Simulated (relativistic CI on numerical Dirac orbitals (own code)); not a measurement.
How well does a small relativistic CI reproduce Hf I?

Computed by Dirac-Coulomb-Breit CI, orbitals from a KLI potential per configuration, model QED, valence Slater integrals scaled by 0.85, P86 correlation estimate, and configurations built on the next ion tied to the tabulated ionisation energy (semi-empirical) (own radial code, finite nucleus).

Configuration list (outside the closed core [Xe] 4f14): 5d²6s², 5d6s²6p, 5d²6s6p, 5d6s²6d, 5d6s²7s, 5d6s²7p, 5d6s²7d, 5d6s²8s, 5d6s²6f, 5d6s²7f, 5d³6s, 6s²6p², 5d⁴, 5d²6p², 5d²6s6d, 5d6s²5f, 5d³6p, 5d6s6p², 5d²6s7s, 5d6s²8p, 5d6s²5g, 5d³6d, 5d6s²8d, 5d²6d². Levels of other configurations are missing.

| Configuration | Term (tabulated) | J | Measured (cm⁻¹) | Computed | Error | Purity (%) |
| --- | --- | --- | --- | --- | --- | --- |
| 5d²6s² | 3F | 2 | 0.0 | 0 | 0 | 84 |
| 5d²6s² | 3F | 3 | 2356.7 | 1806 | -551 | 89 |
| 5d²6s² | 3F | 4 | 4567.6 | 3668 | -900 | 87 |
| 5d²6s² | 3P | 0 | 5521.8 | 5140 | -382 | 78 |
| 5d²6s² | 3P | 1 | 6572.5 | 5838 | -734 | 79 |
| 5d²6s² | 1G | 4 | 10532.5 | 10515 | -18 | 84 |
| 5d6s²6p | 3D° | 1 | 14017.8 | 8796 | -5222 | 72 |
| 5d6s²6p | 3F° | 3 | 14541.7 | 8705 | -5837 | 72 |
| 5d6s²6p | 3D° | 2 | 16163.4 | 10660 | -5503 | 70 |
| 5d6s²6p | 3P° | 1 | 18143.4 | 12324 | -5820 | 72 |
| 5d6s²6p | 3F° | 4 | 18225.0 | 12216 | -6009 | 74 |
| 5d6s²6p | 3P° | 0 | 18270.1 | 12322 | -5949 | 79 |
| 5d6s²6p | 3D° | 3 | 18381.5 | 12904 | -5477 | 70 |
| 5d6s²6p | 3P° | 2 | 19791.3 | 13706 | -6085 | 61 |
| 5d²6s² | 1S | 0 | 20328.4 | 20508 | 180 | 79 |
| 5d6s²6p | 1F° | 3 | 23644.7 | 18974 | -4671 | 79 |
| 5d²6s6p | 5D° | 3 | 26305.8 | 23379 | -2927 | 81 |
| 5d6s²6p | 1P° | 1 | 26463.9 | 22119 | -4345 | 81 |

Measured levels from NIST Handbook of Basic Atomic Spectroscopic Data (Sansonetti and Martin, J. Phys. Chem. Ref. Data 34, 1559 (2005)); pairs were made by configuration, J and term (by order where the table uses no LS term), so strongly mixed levels may be paired wrongly.

Mean error by configuration (cm⁻¹): 5d²6s² -401; 5d6s²6p -5492; 5d²6s6p -2927. Over the excited levels the mean absolute error is 3565 cm⁻¹ (17 of the 28 excited levels that our extract of the source holds in range could be paired, and the others can miss by more), and the median relative error of those above 1,000 cm⁻¹ is 23 %. Some levels of the ground configuration have no partner.

Transition probabilities of persistent lines. The last column rescales the computed rate by the cube of measured over computed energy:

| λ measured (Å) | Lower | Upper | A tabulated (s⁻¹) | A computed | A rescaled |
| --- | --- | --- | --- | --- | --- |
| 4174.34 air | 5d²6s² ³F3 | 5d²6s6p ⁵D°3 | 4.60e+06 | 1.93e+06 | 2.64e+06 |
